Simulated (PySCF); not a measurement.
C2H7ClSi3, SMILES Cl[Si@@H]1C=C[SiH2][SiH2]1. Heavy atoms are numbered as in [Cl:1][Si@@H:2]1[CH:3]=[CH:4][SiH2:5][SiH2:6]1. Hydrogens are named by the atom that carries them.

Coordinates come from a B3LYP-D3(BJ)/def2-SVP optimisation. The structure was generated by enumeration; whether it is a known compound was not checked.

The numbers are results of PySCF with PBE/def2-TZVP, not measurements.

ESP charges are fitted to the potential on shells at 1.4 to 2.0 van der Waals radii. Atomic charges (e), one atom of each kind:

| atom | ESP fit | Löwdin |
|---|---|---|
| Cl1 | -0.15 | 0.20 |
| Si2 (SiH) | 0.19 | -0.09 |
| C3 (CH) | -0.21 | -0.28 |
| C4 (CH) | -0.16 | -0.28 |
| Si5 (SiH2) | 0.21 | 0.18 |
| Si6 (SiH2) | -0.01 | 0.08 |
| H on Si2 | -0.02 | -0.02 |
| H on C3 | 0.14 | 0.14 |
| H on C4 | 0.13 | 0.14 |
| H on Si5 | -0.05 | -0.02 |
| H on Si6 | 0.00 | -0.01 |

Computed Mayer and Wiberg (Löwdin basis) orders of the bonds:
```tsv
bond	Mayer	Wiberg
Cl1–Si2	1.13	1.77
Si2–C3	0.98	1.12
C3–C4	1.86	2.08
C4–Si5	0.98	1.13
Si2–Si6	0.94	1.06
Si5–Si6	0.96	1.09
```
